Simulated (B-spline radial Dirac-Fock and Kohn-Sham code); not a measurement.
## Binding energies of Tm³⁺ at several levels of theory

System: the Tm³⁺ ion in the configuration [Xe] 4f12.

The density-functional columns are spherical, spin-unpolarised Dirac-Kohn-Sham results without Breit or QED terms: −ε is minus the orbital energy of the initial state and ΔSCF the difference of two total energies. The reference in the last column comes from Dirac-Fock ΔSCF + Breit + QED. All numbers are from an atomic code on a B-spline grid, in eV; a selection of levels is shown. The Kohn-Sham columns are given as differences from the reference. For the 1s level of heavy atoms much of the gap between ΔSCF and the reference is the Breit and QED part, -276.6 eV here; for other levels the error of the functional can be larger.

| level | LDA −ε − DF | LDA ΔSCF − DF | PBE −ε − DF | PBE ΔSCF − DF | Dirac-Fock |
| --- | --- | --- | --- | --- | --- |
| 1s | -239.5 | +265.0 | -187.1 | +319.0 | 59423.1 |
| 2s | -150.0 | -58.6 | -142.6 | -51.5 | 10159.1 |
| 2p1/2 | -107.6 | +9.6 | -104.3 | +12.7 | 9654.2 |
| 2p3/2 | -117.6 | -14.6 | -115.5 | -12.6 | 8685.2 |
| 3s | -74.7 | -48.4 | -72.6 | -46.4 | 2350.2 |
| 3p1/2 | -58.6 | -30.4 | -57.8 | -29.7 | 2129.8 |
| 3p3/2 | -57.7 | -31.8 | -57.2 | -31.4 | 1922.2 |
| 3d3/2 | -36.9 | -5.8 | -37.0 | -6.0 | 1551.0 |
| 3d5/2 | -37.8 | -7.5 | -37.9 | -7.8 | 1506.7 |
| 4s | -37.5 | -25.2 | -36.6 | -24.3 | 512.4 |
| 4p1/2 | -30.3 | -18.1 | -29.9 | -17.7 | 422.9 |
| 4p3/2 | -30.6 | -18.7 | -30.1 | -18.2 | 376.2 |
| 4d3/2 | -18.7 | -7.0 | -18.7 | -7.1 | 228.6 |
| 4d5/2 | -18.8 | -7.2 | -18.7 | -7.2 | 220.1 |
| 4f | -5.5 | +4.8 | -5.9 | +4.4 | 41.53 |
| 5s | -10.0 | -1.9 | -10.3 | -2.2 | 94.04 |
| 5p1/2 | -5.4 | +2.2 | -5.7 | +1.9 | 66.40 |
| 5p3/2 | -5.4 | +1.9 | -5.7 | +1.6 | 60.09 |

Values without a named source are computed, but for edge energies of neutral atoms, which are taken from tables.
